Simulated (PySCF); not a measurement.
Two-component Hartree-Fock for Cd³¹⁺ (cadmium, charge +31)

Start: [Ne] 3s2 3p5; 3p1/2 filled at m_j = -1/2, +1/2; 3p3/2 filled at m_j = -1/2, +1/2, +3/2. Calculated with PySCF 2.14 in an even-tempered Gaussian basis (19 s from 5.2 bohr⁻², ratio 2.4; 14 p from 6.8 bohr⁻², ratio 2.4; 5 d from 28 bohr⁻², ratio 2.6; 4 f from 41 bohr⁻², ratio 2.6): generalised Hartree-Fock with the X2C-1e Hamiltonian and a Gaussian nucleus; one run each with spin-orbit coupling (SO) switched off, then screened by Boettger's factors.

| spinor shell | electrons | ε, spin-free (eV) | ε, screened SO (eV) | weight of nominal j (screened SO) | rms radius, screened SO (bohr) |
| --- | --- | --- | --- | --- | --- |
| 1s1/2 | 2 | -28449.6 | -28446.9 | 1.000 | 0.0348 |
| 2s1/2 | 2 | -5627.3 | -5626.2 | 1.000 | 0.141 |
| 2p1/2 | 2 | -5210.7 | -5347.4 | 1.000 | 0.122 |
| 3s1/2 | 2 | -2079.7 | -2079.2 | 1.000 | 0.345 |
| 3p1/2 | 2 | -1941.6 | -1972.5 | 0.995 | 0.334 |
| 3p3/2 | 3 | -1941.6 | -1927.1 | 0.997 | 0.342 |

(1) Where does 2p3/2 lie, and what is the 2p spin-orbit splitting (screened SO)?

```json
{"quantity": "E (hartree)", "spin-free": "-4881.78432", "screened SO": "-4883.44409"}
{"quantity": "M_J", "spin-free": "3/2", "screened SO": "3/2"}
{"quantity": "⟨J²⟩", "spin-free": "3.751", "screened SO": "3.751"}
{"quantity": "⟨L²⟩", "spin-free": "2.001", "screened SO": "2.008"}
{"quantity": "⟨S²⟩", "spin-free": "0.750", "screened SO": "0.757"}
```

Each row is a mean over spinors that exchange with the open shell spreads, by up to 16.605 eV (3s1/2).

Breit and QED terms are absent; they matter most for the inner s and p1/2 levels.

Densities and radii are taken from the X2C orbitals without a picture-change correction, which distorts them close to the nucleus.

Without spin-orbit coupling the j labels of p, d and f shells carry no meaning; the spin-free column gives the mean over the occupied spinors of each nl shell.

Results:

(1) At -5147.0 eV, 200.41 eV above 2p1/2.
